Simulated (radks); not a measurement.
Values are calculated unless marked as measured or tabulated.
Excited configurations of B IV: one electron is placed in a higher orbital outside 1s1. The ground configuration is [He]. Code: a radial shooting solver on a logarithmic mesh with Libxc functionals. Model: Dirac Kohn-Sham, PBE, spin-unpolarised, spherical densities, finite nucleus; open shells fill j = l - 1/2 first; Fermi nuclear charge, rms radius 2.406 fm. Excitation = E - E(ground); binding = E(ion) - E, where the ion is the core of charge +4; n* = 4/sqrt(2 binding) in atomic units, and the quantum defect is n - n*.

outer orbital,excitation (eV),binding (eV),n*,quantum defect,eigenvalue (eV),<r> (bohr)
2s1/2,205.87,59.646,1.910,0.090,-52.532,1.369
3s1/2,239.33,26.188,2.883,0.117,-23.255,3.131
4p1/2,251.28,14.239,3.910,0.090,-12.674,5.534
4d3/2,251.72,13.797,3.972,0.028,-12.129,5.198
5s1/2,256.16,9.360,4.823,0.177,-8.429,8.825
7s1/2,260.74,4.772,6.754,0.246,-4.331,17.43
7p1/2,260.82,4.701,6.805,0.195,-4.260,17.46

The Delta-SCF ionisation energy is 265.52 eV (NIST Atomic Spectra Database: 259.37 eV, theoretical). Self-interaction in the functional shifts the binding energies and quantum defects, so they are the method's values and not measured ones. Spin polarisation and multiplet splitting are left out, so open shells lie too high by an amount that depends on their filling.

Beside tabulated values, note that spin-unpolarised runs miss the spin-polarisation part of the exchange energy of open shells.
